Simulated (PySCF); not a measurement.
Species: H2O4V (charge -1 and singlet state).
Geometry (PBE0-D3(BJ)/def2-TZVP, Å), atoms numbered from 1 in this order:
```
atom  x, y, z in Å
O1    -0.762   -1.061    1.290
V2    -0.325   -0.165    0.025
O3    -1.489   -0.052   -1.082
O4     0.093    1.542    0.595
O5     1.178   -0.931   -0.731
H6    -0.233    2.172   -0.052
H7     1.570   -1.534   -0.095
```

Computed with PBE0-D3(BJ)/def2-TZVP geometry optimisation, gas phase in PySCF.

Task: Which atoms are bound to V2, and at what distances?

Result: 4 atoms: O1 1.610 Å, O3 1.611 Å, O4 1.847 Å, O5 1.848 Å. The nearest atom not counted as bound is H6, at 2.34 Å (others tie with it).

Task: List the angles at V2.

Result: 
```tsv
angle	degrees	distance of the outer atoms (Å)
O1–V2–O3	112.5	2.68
O3–V2–O5	109.6	2.83
O1–V2–O4	109.5	2.83
O4–V2–O5	109.0	3.01
O1–V2–O5	108.1	2.80
O3–V2–O4	108.1	2.80
```

Task: What is the shape at V2?

Result: Tetrahedral: angles from 108.1° to 112.5°; τ4 = (360° − α − β)/141° = 0.98 with α and β the two widest (0 for a square, 1 for a tetrahedron). The V–O distances aren't all alike: 1.610 to 1.848 Å.

Task: What are the other bond lengths?

Result: O4–H6, O5–H7 0.960 Å.

Task: What are the rotational constants (commonest isotopes, rigid rotor)?

Result: A = 4126, B = 3654, C = 3494 MHz: an asymmetric top.

Point group: C2 (every atom within 0.08 Å of its image). Charge -1, singlet. Isolated species at its PBE0-D3(BJ)/def2-TZVP geometry, gas phase. PBE0-D3(BJ)/def2-TZVP frequencies: not computed here.
